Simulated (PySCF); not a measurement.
## Computed properties of GaCl3, SMILES [Cl][Ga]([Cl])[Cl]

GaCl3, SMILES [Cl][Ga]([Cl])[Cl]. Coordinates come from a B3LYP-D3(BJ)/def2-SVP optimisation. The isomer is the one that the SMILES or the coordinates give; other isomers of the formula were not compared. The values are those of a single conformer. All values are computed for the isolated molecule unless a solvent is named; none is compared with measurement here.

**Structure.** The optimised structure has D3h symmetry. All 6 harmonic modes at B3LYP-D3(BJ)/def2-SVP (PySCF) are real, so it is a minimum. With heavy atoms numbered as in [Ga:1]([Cl:2])([Cl:3])[Cl:4], the shortest bond between them is Ga1–Cl3 at 2.134 Å and the longest Ga1–Cl4 at 2.134 Å.

**Vibrations.** The strongest infrared lines (harmonic, unscaled, degenerate partners summed) lie at 464 cm⁻¹ (153 km/mol, Cl 57 %, Ga 43 %), 125 cm⁻¹ (14 km/mol, Cl 83 %, Ga 17 %), 135 cm⁻¹ (12 km/mol, Ga 60 %, Cl 40 %). The softest mode is at 125 cm⁻¹ and the zero-point energy is 2.4 kcal/mol.

**Electronic structure.** r2SCAN/def2-TZVPD (PySCF) places the frontier levels at -8.43 and -2.93 eV, a gap of 5.50 eV, and gives a dipole moment of 0.00 D and a mean polarisability of 69.9 bohr³. PBE/def2-TZVPD (PySCF) at the same geometry gives -8.08 and -3.22 eV, so its gap is 0.64 eV narrower. An orbital gap is neither the optical nor the fundamental gap.

**Excitations.** TDA-CAM-B3LYP/def2-SVPD (PySCF) has S1 at 5.98 eV (207 nm, f = 0.000, dark); the most intense of the 10 singlets computed lies at 6.41 eV (f = 0.11). Strengths of degenerate partners are summed. T1 (TDA) is at 5.57 eV, 0.41 eV under S1. TDA-PBE/def2-SVPD (PySCF) puts S1 at 4.96 eV. No vertical singlet excitation falls in the visible range (under 3.1 eV).
